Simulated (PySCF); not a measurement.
# What a mistake does to a calculation on BH3OSi

Calculated results; nothing here was measured. The program is PySCF 2.14.0, an open-source quantum chemistry code, run on an isolated molecule that a program drew, which may never have been made. The molecule is BH3OSi (charge 0, singlet), drawn as the SMILES string `BO[SiH]`.

Each row is a Hartree-Fock (HF) and frozen-core CCSD(T) single point in the cc-pV(D+d)Z basis, meant for a local HF minimum. Run 1 is clean. Each other run has one planted mistake out of seven kinds, and not every kind appears here: one electron removed, one electron added, multiplicity raised by two, geometry at a saddle point, minimal basis STO-3G, one bond length entered in bohr, all coordinates scaled. The reference is restricted for singlets and unrestricted otherwise, and also for a bond in bohr. Adding or removing an electron swaps singlet and doublet. Electrons count all cores. HOMO and LUMO are orbital energies over both spins, the gradient is its largest component, and the lowest frequency (negative if imaginary) is given only where the gradient is small. Bond lengths are over the 5 bonds as drawn. T1 is the CCSD diagnostic: over 0.02 (restricted) or 0.045 (unrestricted) a single reference is doubtful.

Geometry of the clean run:
```xyz
6
BH3OSi, angstrom
B    -1.2235    0.0656    0.4938
O    -2.0502    0.5436    1.4382
Si   -3.1879    1.1922    2.4377
H    -0.3545    0.7739    0.0602
H    -1.3675   -1.0618    0.1025
H    -2.5032    0.8416    3.7521
```

```
run  electrons  basis functions  <S^2>  HOMO (eV)  LUMO (eV)  gradient (hartree/bohr)  lowest frequency (cm^-1)  mean bond (Å)  longest bond (Å)      T1  HF (hartree)  CCSD(T) (hartree)                     mistake
  1         30               66  0.000      -9.11       1.05                  3.3e-05                        99         1.3835             1.647  0.0196    -390.24965         -390.64549                    no fault
  2         30               22  0.000      -6.53       6.17                  3.0e-02                         -         1.3835             1.647  0.0281    -385.57102         -385.72901        minimal basis STO-3G
  3         30               66  2.007      -7.70       0.07                  2.6e-02                         -         1.3835             1.647  0.0202    -390.20232         -390.57147  multiplicity raised by two
  4         29               66  0.773     -16.86      -7.30                  7.7e-02                         -         1.3835             1.647  0.0266    -389.94929         -390.31612                           ?
```

**Which mistake was planted in run 4, and what did it cost?**

It counts 29 electrons, one fewer than the clean run, at the same geometry and basis. So the mistake is: one electron removed. Subtracting run 1 and multiplying by 627.51 kcal/mol a hartree, the energy moved by 188.5 kcal/mol in HF and 206.7 kcal/mol in CCSD(T).

Cautions from the logs. Run 2: T1 is over the limit, so its CCSD(T) energy is less reliable.
